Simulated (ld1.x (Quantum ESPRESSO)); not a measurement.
Pm (Z = 61), TM: configuration errors across variants

* Element: Pm
* Generator: ld1.x (Quantum ESPRESSO) 7.5
* Type: norm-conserving Troullier–Martins (Kleinman–Bylander form)
* Functional: LDA (PZ)
* Relativity: scalar-relativistic
* Frozen core: [Kr] 4d10
* Valence charge: 15
* Reference configuration: 4f5 5s2 5p6 5d0 6s1 6p0 (charge +1)
* Partial waves: 5s (bound): rc 2.15 bohr; 5p (bound): rc 2.35 bohr; 4f (bound): rc 1.70 bohr; 5d (bound, empty): rc 2.65 bohr
* Local potential: the d channel
* Core correction: none

Occupied shells without a wave of their own: 6s. They enter only through the test configuration that unscreens the potential.

All-electron excitation energies from the reference (eV): (1) 4f5 5s2 5p6 5d0 6s2 6p0 -6.075; (2) 4f5 5s2 5p6 5d0 6s0 6p0 11.144; (3) 4f4 5s2 5p6 5d0 6s0 6p0 34.651; (4) 4f5 5s2 5p6 5d0 6s1.5 6p0 -3.649; (5) 4f5 5s1 5p6 5d0 6s2 6p0 41.305; (6) 4f3 5s2 5p6 5d0 6s0 6p0 76.099; (7) 4f5 5s2 5p6 5d0.5 6s1.5 6p0 -5.172; (8) 4f5 5s2 5p6 5d0 6s1 6p0 spin -4.062; (9) 4f5 5s2 5p6 5d0 6s2 6p0 spin -9.810.

Spin tests fill each open shell by Hund’s rule, majority spin first.

For the base: The 6s level has no wave, so the channel is fitted at the deeper level alone: the likely source of the large errors.

On the changes marked as counting shells twice: ld1.x takes every shell without a wave as core, so the model core holds the marked electrons as well and exchange and correlation see them twice. This cancels in the reference configuration, but the file is broken for other ones, and its errors say nothing about a proper core correction.

Tests that are not counted but printed errors over 1 eV. “wave 4f (bound): rc 1.70 bohr becomes 4f (bound): rc 1.46 bohr”: 4f5 5s2 5p6 5d0 6s2 6p0 (spin-polarised) (solver errors, printed error -1832 eV). “wave 5d (bound): rc 2.65 bohr becomes 5d (bound): rc 2.86 bohr”: 4f5 5s2 5p6 5d0 6s2 6p0 (spin-polarised) (solver errors, printed error -1810 eV). “local potential the s channel”: 4f5 5s2 5p6 5d0 6s1 6p0 (spin-polarised) (solver errors, printed error -1770 eV); 4f5 5s2 5p6 5d0.5 6s1.5 6p0 (solver errors, printed error -1768 eV); 2 more.

2 further variants failed, have other tests or too few solved ones, and are left out.

A true bound ghost makes a file unfit for plane-wave use even where its test errors are small: the radial tests pick states by their node count and pass the ghost by.

The file “base” misses its own reference levels by 0.5 eV. The file “wave 4f (bound): rc 1.70 bohr becomes 4f (bound): rc 1.46 bohr” misses its own reference levels by 0.5 eV. The file “wave 5d (bound): rc 2.65 bohr becomes 5d (bound): rc 2.86 bohr” misses its own reference levels by 0.5 eV. The file “wave 5s (bound): rc 2.15 bohr becomes 5s (bound): rc 2.00 bohr” misses its own reference levels by 0.5 eV. The file “core correction a·sin(br)/r model core inside 1.52 bohr (6s counted twice)” misses its own reference levels by 0.5 eV. The file “all radii scaled by about 0.96 (s 2.08, p 2.26, d 2.56, f 1.64 bohr)” misses its own reference levels by 0.5 eV. The file “local potential the s channel” misses its own reference levels by 0.8 eV.

Errors AE − PS in meV (a dash: test not solved or not reliable):

| change | (1) | (2) | (3) | (4) | (5) | (6) | (7) | (8) | (9) | bound ghosts |
| --- | --- | --- | --- | --- | --- | --- | --- | --- | --- | --- |
| base | -375 | +661 | +1336 | -217 | -754 | +3053 | -177 | +6360 | +5966 | none |
| wave 4f (bound): rc 1.70 bohr becomes 4f (bound): rc 1.46 bohr | -375 | +661 | +1228 | -217 | -750 | +2463 | -177 | +6996 | – | none |
| wave 5d (bound): rc 2.65 bohr becomes 5d (bound): rc 2.86 bohr | -394 | +693 | +1370 | -227 | -792 | +3039 | -185 | +6342 | – | none |
| wave 5s (bound): rc 2.15 bohr becomes 5s (bound): rc 2.00 bohr | -367 | +645 | +1299 | -212 | -721 | +2938 | -173 | +6393 | +6018 | s |
| core correction a·sin(br)/r model core inside 1.52 bohr (6s counted twice) | -470 | +437 | +995 | -244 | -821 | +2590 | -246 | +5480 | +5053 | none |
| all radii scaled by about 0.96 (s 2.08, p 2.26, d 2.56, f 1.64 bohr) | -375 | +661 | +1287 | -217 | -749 | +2799 | -177 | +6658 | +6268 | none |
| local potential the s channel | – | -1044 | -1560 | +333 | +1139 | -1310 | – | – | – | none |

(1) Give the same row for: wave 5p (bound): rc 2.35 bohr becomes 5p (bound): rc 2.08 bohr.

Answers

(1) -375, +661, +1325, -217, -759, +3038, -176, +6489, +6091; bound ghosts: none.
